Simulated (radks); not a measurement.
Question: Coherent X-ray form factor from a spherical all-electron density. Calculated with a radial shooting solver on a logarithmic mesh with Libxc functionals: scalar-relativistic Kohn-Sham, PBE, spin-polarised, spherical densities, finite nucleus; Fermi nuclear charge, rms radius of each element as measured or else 0.836 A^(1/3) + 0.57 fm.

| sin(theta)/lambda (1/angstrom) | f0 (electrons) |
|---|---|
| 0.05 | 35.642 |
| 0.1 | 34.622 |
| 0.15 | 33.081 |
| 0.2 | 31.210 |
| 0.25 | 29.205 |
| 0.3 | 27.225 |
| 0.4 | 23.705 |
| 0.5 | 20.910 |
| 0.6 | 18.662 |
| 0.8 | 14.962 |
| 1 | 11.877 |
| 1.25 | 9.017 |
| 1.5 | 7.246 |
| 2 | 5.553 |

The species is in the configuration that NIST lists as its ground one. Which atom or ion scatters so?

Answer: The zirconium ion Zr4+, [Kr]. Extrapolating in s^2 from the first two rows gives f0(0) = 36.0, near the electron count 36; among species with that count, the fall with angle is slower the higher Z, and the table is that of Z = 40; from so few rows the species is fixed only to a neighbour or two.
